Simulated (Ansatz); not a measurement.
Ideal-gas functions of C2H4GaIO, SMILES `[I][Ga]1[CH2]C[O]1` at 400 K and 1 bar, from an Ansatz frequency run at PBE0-D4/def2-TZVP.

Molar mass 240.68 g/mol, point group Cs (symmetry number 1), electronic degeneracy 1, moments of inertia 50.52, 689.282, 733.427 u Å². Harmonic wavenumbers (cm⁻¹, unscaled): 83, 96, 162, 219, 461, 582, 636, 782, 877, 951, 1001, 1065, 1162, 1227, 1329, 1437, 1512, 3027, 3067, 3103, 3166.

Use S(trans) = R[1.5 ln M + 2.5 ln T − 1.1517]; rotational temperatures θ = 24.2544 K / I; S(rot) = R[ln(√π/σ · √(T³/θAθBθC)) + 1.5]; for each mode x = 1.438777 ν̃/T, S = R[x/(eˣ − 1) − ln(1 − e⁻ˣ)] and H = RT x/(eˣ − 1); 1 cm⁻¹ = 0.0119627 kJ/mol; R = 8.31446 J/(mol·K).

Question: By hand: the entropy, in J/(mol·K).

Answer: Translation 183.4. Rotation: θ = 0.4801, 0.0352, 0.0331 K, giving 123.1. Vibration, mode by mode: 18.40, 17.20, 12.92, 10.51, 5.00, 3.54, 3.04, 2.01, 1.53, 1.24, 1.07, 0.89, 0.67, 0.55, 0.41, 0.29, 0.23, 0.00, 0.00, 0.00, 0.00, in all 79.5. Electronic 0.0. Sum 386.0 J/(mol·K).

Question: By hand: H − E and G − E in kJ/mol, counted from the electronic energy.

Answer: Zero-point energy ½ × 25945 × 0.0119627 = 155.2; thermal vibration 16.2; translation, rotation and pV give 4 RT = 13.3. H − E = 184.7 kJ/mol, and G − E = 184.7 − 400 × 386.0/1000 = 30.3 kJ/mol.

Vibration gives 21 % of the entropy, 35.6 J/(mol·K) of it from the modes under 150 cm⁻¹: soft modes count most, and the harmonic formula is weakest for them.
